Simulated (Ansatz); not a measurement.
FI3Ti (`[F][Ti]([I])([I])[I]`). Total charge 0; spin multiplicity 1. I takes the def2 core potential.

Z-matrix (Å, degrees):
```
Ti
F 1 1.731
I 1 2.533 2 109.7
I 1 2.533 2 109.7 3 120.0
I 1 2.533 2 109.7 3 -120.0
```

(1) List the harmonic frequencies (cm⁻¹, unscaled) at PBE0-D4/def2-TZVP in Ansatz. (Estimate.)

(2) Is this a minimum?

(3) Give the ideal-gas thermochemistry at 298.15 K and 1 bar (rigid rotor, harmonic oscillator; point group C3v, symmetry number 3).

Answers

(1) Computed: 57, 57, 80, 137, 137, 217, 345, 345, 779.

(2) Yes, all 9 modes are real.

(3) Zero-point energy 12.9 kJ/mol; H(298) − E = 36.2 kJ/mol; entropy 413.0 J/(mol·K), of which translation 185.0, rotation 130.5, vibration 97.5; G(298) − E = -86.9 kJ/mol. Modes under 100 cm⁻¹ are hindered rotations or soft bends, so the harmonic entropy is rough.
